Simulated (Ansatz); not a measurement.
F₃Sc, SMILES [F][Sc-]([F])[F] (connectivity only; charge and spin as stated), charge -1, multiplicity 2.

Geometry: B3LYP-D3(BJ)/def2-SVPD. A frequency run showed that this geometry is not a minimum. The spin state was assumed, not searched.

Two levels are set side by side: PBE/def2-SVPD (Ansatz, an electronic-structure program) and CAM-B3LYP/def2-SVPD (Ansatz). Energy differences of separate SCF runs at the same geometry; the states with an electron removed or added have multiplicity 1. Differences are taken from unrounded values.

| quantity | PBE |
|---|---|
| vertical ionisation energy (eV) | 1.18 |

### Question
These are the PBE values. What does CAM-B3LYP give? (The exact figures need the calculation; the answer reports its results.)

### Answer

```csv
quantity,CAM-B3LYP,PBE minus CAM-B3LYP
vertical ionisation energy (eV),1.41,-0.23
```
